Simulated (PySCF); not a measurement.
# Magnetisability: `C(C#CC)C#CC`, C7H8

Geometry (Å), atoms numbered from 1 in this order:
```xyz
15

C    -3.3791   -0.2215   -0.4634
C    -2.1550   -0.1251    0.3030
C    -1.1509   -0.0463    0.9515
C     0.0857    0.0576    1.7117
C     1.2343    0.0942    0.8191
C     2.1608    0.1277    0.0607
C     3.2927    0.1651   -0.8408
H    -3.7022   -1.2605   -0.5249
H    -3.2179    0.1582   -1.4722
H    -4.1653    0.3647    0.0122
H     0.0654    0.9724    2.3158
H     0.1757   -0.8028    2.3853
H     3.8385   -0.7774   -0.7949
H     2.9476    0.3242   -1.8624
H     3.9652    0.9774   -0.5649
```

The calculation used PySCF, GIAO PBE0/pcSseg-1 magnetisability, rotational g tensor and spin-rotation constants, non-relativistic, gas phase. Geometry: GFN2-xTB.

(1) How diamagnetic is it, and how anisotropic?

(2) Split it along the inertial axes a, b, c into diamagnetic and paramagnetic parts about the centre of mass, with the quadrupole moment.

(3) And the rotational g tensor?

## Answers

(1) Isotropic -1166 × 10⁻³⁰ J/T², or -70.2 × 10⁻⁶ cm³/mol; principal values -1302, -1160, -1037 × 10⁻³⁰ J/T², anisotropy 230 × 10⁻³⁰ J/T² (root of half the summed squared differences of the principal values). The susceptibility is in cgs units.

(2) 
| axis | χ (10⁻⁶ cm³/mol) | diamagnetic (10⁻⁶ cm³/mol) | paramagnetic (10⁻⁶ cm³/mol) | summed x² of all electrons (Å²) | quadrupole Θ (D Å) |
| --- | --- | --- | --- | --- | --- |
| a | -78.4 | -287.6 | 209.2 | 295.8 | +7.65 |
| b | -69.8 | -1313.0 | 1243.2 | 54.1 | -0.63 |
| c | -62.4 | -1484.5 | 1422.0 | 13.7 | -7.02 |

Anisotropies 2χaa − χbb − χcc = -24.6 and 2χbb − χaa − χcc = +1.2 × 10⁻⁶ cm³/mol. Θ is traceless in Buckingham's convention.

(3) 
| axis | rotational constant (GHz) | g | nuclear part | electronic part |
| --- | --- | --- | --- | --- |
| a | 6.4734 | +0.0189 | 0.6550 | -0.6361 |
| b | 1.0065 | +0.0012 | 0.5890 | -0.5878 |
| c | 0.8856 | -0.0005 | 0.5912 | -0.5917 |

Asymmetric top; isotopes 12C, 1H; no vibrational averaging.
